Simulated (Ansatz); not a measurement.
`C=C[Te][SiH2]C` → `C=C[Te][SiH3]` + `[CH2]` (triplet) at 700 K and 1 bar (formal loss of a carbene).

Gas-phase electronic energies from Ansatz, PBE0-D4/def2-TZVP geometries. CCSD(T)/CBS adds triple-zeta CCSD(T) − MP2 to the extrapolated MP2 energy (def2 sets, frozen cores). This one scheme is used for every species. Triplets are unrestricted, without spin–orbit coupling. def2 core potentials past Kr. For Te outer-core shells are correlated without core-valence functions, which leaves a few kJ/mol of doubt a bond. One conformer a species, not always the lowest.

```json
{"species": "`C=C[Te][SiH2]C`", "CCSD(T)/CBS energy (Eh)": "-675.77875", "H − E (kJ/mol)": "346.2", "S (J/(mol·K))": "542.8"}
{"species": "`C=C[Te][SiH3]`", "CCSD(T)/CBS energy (Eh)": "-636.49984", "H − E (kJ/mol)": "251.0", "S (J/(mol·K))": "475.9"}
{"species": "`[CH2]` (triplet)", "CCSD(T)/CBS energy (Eh)": "-39.09499", "H − E (kJ/mol)": "70.4", "S (J/(mol·K))": "226.8"}
```

H − E and S are ideal-gas, rigid-rotor, harmonic terms from PBE0-D4/def2-TZVP, for one conformer and one mirror image of each species, with the whole ground term of open shells counted as degenerate. 1 Eh = 2625.50 kJ/mol, R = 8.31446 J/(mol·K).

Question: By hand: ΔE, ΔH, ΔS and ΔG.

Answer: ΔE = (-636.49984) + (-39.09499) − (-675.77875) = 0.18392 Eh = 482.9 kJ/mol. Δ(H − E) = 251.0 + 70.4 − 346.2 = -24.8, so ΔH = 458.1 kJ/mol. ΔS = 475.9 + 226.8 − 542.8 = 159.9 J/(mol·K). ΔG = 458.1 − 700 × (159.9)/1000 = 346.2 kJ/mol.

Question: By hand: the equilibrium constant, and the temperature at which ΔG would vanish if ΔH and ΔS stayed fixed.

Answer: log₁₀ K = −ΔG/(RT ln 10) = -25.8. ΔG = 0 at ΔH/ΔS = 2865 K, far beyond where these terms or the molecules hold.

The number of gas molecules changes by +1, which sets the sign of ΔS. A doubt of 5 kJ/mol in ΔE shifts log₁₀ K by 0.4 here. Other conformers and mirror images would add mixing entropy, several J/(mol·K) or more a flexible species. Modes under 60 cm⁻¹, often nearly free rotors, make the harmonic entropy too high. A triplet takes part, so the spin changes. These are equilibria of isolated gas molecules and say nothing of rates. Largest T1 diagnostic: 0.011 (customary marks: 0.02 for closed shells, 0.045 for open ones).
